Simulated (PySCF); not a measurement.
**Excitation energy of Tc by level of theory**

Tc [Kr] 4d5 5s2 (6S) → Tc [Kr] 4d4 5s2 5p1 (high-spin determinant), as a difference of total energies. All numbers are calculated (PySCF 2.14, scalar relativity through the core potential, in aug-cc-pVDZ-PP with ECP28MDF (5s5p4d2f, 54 functions)). Correlated levels: valence: 4s2 4p6 frozen. The calculations carry no spin-orbit coupling.

```
           method  excitation energy (cm⁻¹)
              UHF                     55217
              LDA                     58478
              PBE                     57780
             PBE0                     57648
           r2SCAN                     58918
            HSE06                     57494
           B2PLYP                     57095
             BLYP                     57047
           M06-2X                     57729
    MP2 (valence)                     57670
SCS-MP2 (valence)                     54987
```

The upper state lies above the first ionisation limit, where it may autoionise and the basis confines it.

The determinant of the upper state mixes LS terms, which raises its energy above the lowest term, most at the Hartree-Fock and MP2 levels.
